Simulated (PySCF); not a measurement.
# Checking a proposed structure

A compound C6H7FN2Si gives the data below (simulated from a calculation) and was assigned the structure `C[C@H](F)/C(C#N)=C(/[SiH3])C#N`.

13C{1H} NMR (computed): δ 159.9 (C), 135.6 (CH), 134.4 (C), 106.5 (CH), 85.6 (C), 10.3 (CH3).

1H NMR (300 MHz, computed): δ 7.60 (m, 1H), 5.50 (d, 2H), 2.63 (s, 3H), 2.16 (t, 1H).

All values are calculated (PySCF 2.14): NMR shieldings at PBE0/pcSseg-1/GIAO, geometry: GFN2-xTB. No solvent model, relativity neglected, averaged over atoms made equivalent by symmetry, fast rotation or ring inversion, a single conformation.

Scale: 1H (σ = 31.72 ppm), 13C (σ = 186.93 ppm) against TMS (reference shieldings calculated alike).

Problem. Compare with the shifts computed for the proposed structure, pairing carbons in order of shift.

Solution. Atom-mapped SMILES (the numbers label the heavy atoms): `[CH3:1][C@H:2]([F:3])/[C:4]([C:5]#[N:6])=[C:7](/[SiH3:8])[C:9]#[N:10]` (H(Xn): hydrogen on atom n).

```json
{"atom": "C4", "computed for proposal": "153.3", "given list": "159.9", "difference": "-6.6"}
{"atom": "C7", "computed for proposal": "130.8", "given list": "135.6", "difference": "-4.8"}
{"atom": "C5", "computed for proposal": "121.1", "given list": "134.4", "difference": "-13.3"}
{"atom": "C9", "computed for proposal": "120.3", "given list": "106.5", "difference": "+13.8"}
{"atom": "C2", "computed for proposal": "93.4", "given list": "85.6", "difference": "+7.8"}
{"atom": "C1", "computed for proposal": "22.9", "given list": "10.3", "difference": "+12.6"}
```

The rms difference is 10.4 ppm and the largest +13.8 ppm at C9 (nitrile carbon). The carbon types in order of shift don't match either: C, C, C, C, CH, CH3 for the proposal against C, CH, C, CH, C, CH3 in the data. The proposal doesn't fit.

Problem. Which isomer fits?

Solution. `c1(F)cnn([SiH2]C#C)c1C`.

1. Carbon types of the structure: 3 × C, 2 × CH, 1 × CH3, leaving 2 H on heteroatoms.
2. δC 159.9: aromatic carbon bearing fluorine; an ipso carbon deshielded by its heteroatom.
3. δC 134.4: substituted aromatic carbon next to a ring nitrogen.
4. δC 106.5: terminal alkyne carbon.
5. δC 85.6: alkyne carbon; sp carbons lie upfield of alkene carbons because the cylindrical π system leaves one tensor component strongly shielded.

Other isomers checked: C[C@H](F)/C(C#N)=C(\[SiH3])C#N (rms 11.2 ppm).

The data come from this structure; uniqueness wasn't tested.

Splittings by 19F in the carbon and heteronuclear signals aren't shown, as no couplings were computed. Shifts are as computed. Against solution values, carbons near 30 ppm lie about +3 ppm off and those near 130 ppm about +5 ppm. Of 1309 compounds with measured shifts, 239 miss one by over three times the rms of a fit or turn the order of signals round; such compounds aren't used in these exercises. Multiplicities follow the n + 1 count of equivalent neighbours, as no J values were calculated; m marks all less simple cases, F and P coupling included.
